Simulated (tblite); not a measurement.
Compound: C₃H₆BrClSi₂.
Numbering: `[Cl:1][CH2:2][SiH2:3][C:4]#[C:5][SiH2:6][Br:7]` (hydrogens: H8, H9 on C2; H10, H11 on Si3; H12, H13 on Si6)

Computed with GFN2-xTB (tblite), gas phase: L-BFGS steps from a force-field or distance-geometry start until the largest atomic force falls under 0.01 eV/Å.

Step 4: E = -586.3442 eV
```
atom  x, y, z in Å  |  force x, y, z in eV/Å
Cl1    -4.1037    0.3110    1.4602    0.089   0.013  -0.007
C2     -2.3223    0.4840    1.4124    0.141   0.001   0.065
Si3    -1.6524   -0.4684   -0.1014    0.045  -0.056  -0.092
C4      0.2019   -0.2904   -0.1642    0.048   0.007   0.060
C5      1.4113   -0.2076   -0.2226   -0.100   0.001  -0.022
Si6     3.2544   -0.0786   -0.3442   -0.073  -0.033  -0.034
Br7     3.9403    1.1717    1.3800   -0.058  -0.094  -0.132
H8     -1.9379    0.0910    2.3542   -0.062   0.074  -0.044
H9     -2.1032    1.5494    1.3635   -0.047  -0.028   0.055
H10    -2.0189   -1.8768    0.0292    0.073  -0.082   0.050
H11    -2.2404    0.0978   -1.3121    0.034   0.092  -0.081
H12     3.6721    0.5984   -1.5653   -0.052   0.091   0.070
H13     3.8944   -1.3809   -0.2147   -0.037   0.014   0.112
```

Step 5: E = -586.3495 eV
```
atom  x, y, z in Å  |  force x, y, z in eV/Å
Cl1    -4.1012    0.3118    1.4605    0.136   0.002  -0.028
C2     -2.3147    0.4821    1.4083    0.034   0.059   0.187
Si3    -1.6503   -0.4717   -0.1076   -0.001  -0.030  -0.030
C4      0.2021   -0.2901   -0.1606    0.068   0.001   0.032
C5      1.4110   -0.2070   -0.2238   -0.187  -0.015  -0.019
Si6     3.2495   -0.0820   -0.3480   -0.011   0.013   0.016
Br7     3.9374    1.1670    1.3734   -0.047  -0.066  -0.092
H8     -1.9396    0.0929    2.3582   -0.046   0.075  -0.140
H9     -2.1056    1.5517    1.3669   -0.015  -0.097   0.019
H10    -2.0153   -1.8808    0.0321    0.074  -0.059   0.030
H11    -2.2386    0.1024   -1.3154    0.042   0.069  -0.069
H12     3.6691    0.6023   -1.5599   -0.035   0.105  -0.003
H13     3.8918   -1.3781   -0.2091   -0.012  -0.055   0.097
```

Question: Estimate the geometry and energy of step 6. (The exact step hangs on the optimiser's Hessian estimate; all steps are aligned on step 5, rigid shifts and turns removed.)

Answer: E = -586.3528 eV, largest force 0.169 eV/Å
```
atom  x, y, z in Å  |  force x, y, z in eV/Å
Cl1    -4.0969    0.3123    1.4601    0.126  -0.009  -0.039
C2     -2.3092    0.4815    1.4074   -0.041   0.060   0.153
Si3    -1.6489   -0.4743   -0.1121   -0.055   0.002   0.023
C4      0.2015   -0.2899   -0.1575    0.022  -0.008   0.013
C5      1.4094   -0.2068   -0.2250   -0.155  -0.021  -0.021
Si6     3.2456   -0.0843   -0.3504    0.021   0.018   0.021
Br7     3.9346    1.1626    1.3672   -0.031  -0.029  -0.040
H8     -1.9412    0.0953    2.3595    0.000   0.042  -0.120
H9     -2.1074    1.5521    1.3697    0.022  -0.085  -0.006
H10    -2.0115   -1.8847    0.0346    0.073  -0.030   0.014
H11    -2.2366    0.1070   -1.3190    0.054   0.041  -0.040
H12     3.6663    0.6069   -1.5562   -0.029   0.101  -0.040
H13     3.8897   -1.3772   -0.2033   -0.006  -0.082   0.080
```

The energy changes by -0.0033 eV. The first-order estimate −F·Δx gives -0.0046 eV and the mean of the old and new forces, exact on a quadratic surface, -0.0033 eV. The step makes an angle of 57° with the force vector and moves no atom by more than 0.008 Å.

The cost below is that of the whole relaxation. On one thread of an Arm Neoverse N1, shared host with 64 logical CPUs at a one-minute load of 60, this took 0.81 s wall.
